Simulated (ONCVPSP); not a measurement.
# Configuration tests for scandium (ONCV)

scandium, optimised norm-conserving Vanderbilt (ONCV), made with ONCVPSP 4.0.1 (LDA (Perdew-Zunger), scalar-relativistic). Core [Ne], reference 3s2 3p6 3d1 4s1 (charge +1). Waves: 3s+4s: rc 1.70 bohr, ncon 4, nbas 9, qcut 8.3 1/bohr, 3 projectors, debl 3.1 Ha; 3p: rc 1.85 bohr, ncon 3, nbas 8, qcut 5.9 1/bohr, 2 projectors, debl 3.1 Ha; 3d: rc 2.15 bohr, ncon 3, nbas 7, qcut 7.6 1/bohr, 1 projector. Local part: polynomial inside 1.70 bohr (lpopt 5, dvloc0 4 Ha). Core correction: none.

Energies are relative to the spin-unpolarised reference configuration 3s2 3p6 3d1 4s1; without spin polarisation the order of configurations can differ from experiment.

| valence configuration | charge | ΔE all-electron (eV) | error AE − PS (meV) |
| --- | --- | --- | --- |
| 3s2 3p6 3d1 4s2 | 0 | -7.067 | +0.3 |
| 3s2 3p6 3d0 4s0 | +3 | 38.051 | +142 |
| 3s2 3p6 3d1 4s0 4p1 | +1 | 3.503 | -2.3 |

(1) What are ΔE and the potential's error for 3s2 3p6 3d1 4s0?

Answers

(1) ΔE = 12.961 eV all-electron; the error (AE − PS) is -1.6 meV.
